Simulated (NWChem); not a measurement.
Molecule: CH3FO2Si; SMILES C1O[SiH](F)O1

```xyz
8

F     -0.4792     1.7943     0.0000
Si     0.4360     0.4841     0.0000
O     -0.0035    -0.6835    -1.1133
C     -0.3405    -1.5394     0.0000
O     -0.0035    -0.6835     1.1133
H      1.8300     0.9571     0.0000
H      0.2793    -2.4409     0.0000
H     -1.4076    -1.7836     0.0000
```
Atoms are numbered in this order, from 1.

Results from NWChem. Coordinates come from a B3LYP/6-31G* (spherical d) optimisation. B3LYP is NWChem's, with the RPA form of VWN correlation. Atomic charges in e: unrestrained fits to the electrostatic potential beside Mulliken populations; buried atoms are poorly determined by the fit.

Q: Estimate the computed values for B3LYP/def2-SVP. Quantities: ESP F1; Mulliken F1; ESP Si2; Mulliken Si2; ESP O3; Mulliken O3; ESP C4; Mulliken C4; ESP O5; Mulliken O5; relative RMS misfit of the potential (%).

A: 
```json
{
  "ESP F1": "-0.34",
  "Mulliken F1": "-0.30",
  "ESP Si2": "1.21",
  "Mulliken Si2": "0.87",
  "ESP O3": "-0.62",
  "Mulliken O3": "-0.47",
  "ESP C4": "0.56",
  "Mulliken C4": "0.43",
  "ESP O5": "-0.62",
  "Mulliken O5": "-0.47",
  "relative RMS misfit of the potential (%)": "26"
}
```
